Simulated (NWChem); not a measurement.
System meant: CH5BO3; SMILES B(O)(O)CO

Input file for NWChem:

```
start job
memory heap 200 mb stack 900 mb global 1100 mb
geometry units angstroms noautoz
  O      0.161542     1.869171    -0.024263
  C     -0.758054     0.762621     0.144725
  B      0.023569    -0.631853     0.037172
  O     -0.583367    -1.855619    -0.038057
  O      1.381807    -0.587670     0.041323
  H      0.302257     1.984014    -0.976716
  H     -1.179268     0.888244     1.151230
  H     -1.610426     0.853656    -0.547265
  H     -1.547631    -1.790808    -0.042313
  H      1.629420     0.350884     0.134308
end
basis spherical
  * library def2-svp
end
dft
  odft
  mult 2
  xc pbe0
  iterations 150
  mulliken
end
task dft energy
```

End of the output:

```
 Summary of "ao basis" -> "" (spherical)
 ------------------------------------------------------------------------------
       Tag                 Description            Shells   Functions and Types
 ---------------- ------------------------------  ------  ---------------------
 *                          def2-svp                  on all atoms

                                 NWChem DFT Module
                                 -----------------

 Summary of "ao basis" -> "ao basis" (spherical)
 ------------------------------------------------------------------------------
       Tag                 Description            Shells   Functions and Types
 ---------------- ------------------------------  ------  ---------------------
 O                          def2-svp                 6       14   3s2p1d
 C                          def2-svp                 6       14   3s2p1d
 B                          def2-svp                 6       14   3s2p1d
 H                          def2-svp                 3        5   2s1p

 Summary of "ao basis" -> "ao basis" (spherical)
 ------------------------------------------------------------------------------
       Tag                 Description            Shells   Functions and Types
 ---------------- ------------------------------  ------  ---------------------
 O                          def2-svp                 6       14   3s2p1d
 C                          def2-svp                 6       14   3s2p1d
 B                          def2-svp                 6       14   3s2p1d
 H                          def2-svp                 3        5   2s1p

  number of electrons :                   40
  multiplicity        :                    2
 ------------------------------------------------------------------------
  no. of electrons and multiplicity not compatible                  40
 ------------------------------------------------------------------------
 ------------------------------------------------------------------------
  current input line :
    25: task dft energy
 ------------------------------------------------------------------------
 ------------------------------------------------------------------------
 There is an error in the input file
 ------------------------------------------------------------------------
 For more information see the NWChem manual at https://nwchemgit.github.io

0: no. of electrons and multiplicity not compatible:Received an Error in Communication
```

Problem. Can this run be used? If not, why, and what is the fix?

Solution. The program refused the input. Cause: the multiplicity doesn't fit the number of electrons (an even count wants an odd multiplicity, and the reverse). This input runs:
```
start job
memory heap 200 mb stack 900 mb global 1100 mb
geometry units angstroms noautoz
  O      0.161542     1.869171    -0.024263
  C     -0.758054     0.762621     0.144725
  B      0.023569    -0.631853     0.037172
  O     -0.583367    -1.855619    -0.038057
  O      1.381807    -0.587670     0.041323
  H      0.302257     1.984014    -0.976716
  H     -1.179268     0.888244     1.151230
  H     -1.610426     0.853656    -0.547265
  H     -1.547631    -1.790808    -0.042313
  H      1.629420     0.350884     0.134308
end
basis spherical
  O library def2-svp
  C library def2-svp
  B library def2-svp
  H library def2-svp
end
dft
  xc pbe0
  iterations 150
  mulliken
end
task dft energy
```
It converges to -291.19717 Ha (PBE0/def2-SVP).
